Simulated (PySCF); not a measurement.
C₅H₁₂Si, SMILES C[C@@H]1C[C@@]1(C)[SiH3]. Atoms are numbered in the order given.

```xyz
18

C     -2.2548     0.9406     0.0846
C     -1.2275    -0.1672    -0.0081
C     -0.5245    -0.7071     1.2115
C      0.2728     0.0836     0.1793
C      0.7785     1.4708     0.5508
Si     1.4232    -0.8938    -0.9495
H     -2.0246     1.6612     0.8934
H     -3.2613     0.5231     0.2951
H     -2.3223     1.5113    -0.8651
H     -1.4774    -0.9239    -0.7743
H     -0.3707    -1.7946     1.3075
H     -0.7174    -0.1986     2.1716
H      0.8797     2.1222    -0.3429
H      0.1031     1.9866     1.2632
H      1.7756     1.4137     1.0359
H      0.8151    -2.2426    -1.2358
H      2.7725    -1.0972    -0.3075
H      1.6370    -0.1725    -2.2565
```

The structure is a stationary point at PBE-D3(BJ)/def2-SVP. The structure was generated by enumeration; whether it is a known compound was not checked.

Computed with SMD-B3LYP/def2-SVP in PySCF.

Solvation free energies are E(SMD) − E(gas) at the gas-phase geometry, for 1 M in both phases. In vacuum the dipole moment is 1.00 D.

```json
[
 {"solvent": "water", "ΔG(solv) (kcal/mol)": "2.6", "its non-electrostatic (CDS) part": "4.1", "dipole (D)": "1.35"},
 {"solvent": "1-octanol", "ΔG(solv) (kcal/mol)": "-2.2", "its non-electrostatic (CDS) part": "-0.9", "dipole (D)": "1.30"},
 {"solvent": "diethylether", "ΔG(solv) (kcal/mol)": "-3.2", "its non-electrostatic (CDS) part": "-2.2", "dipole (D)": "1.23"}
]
```
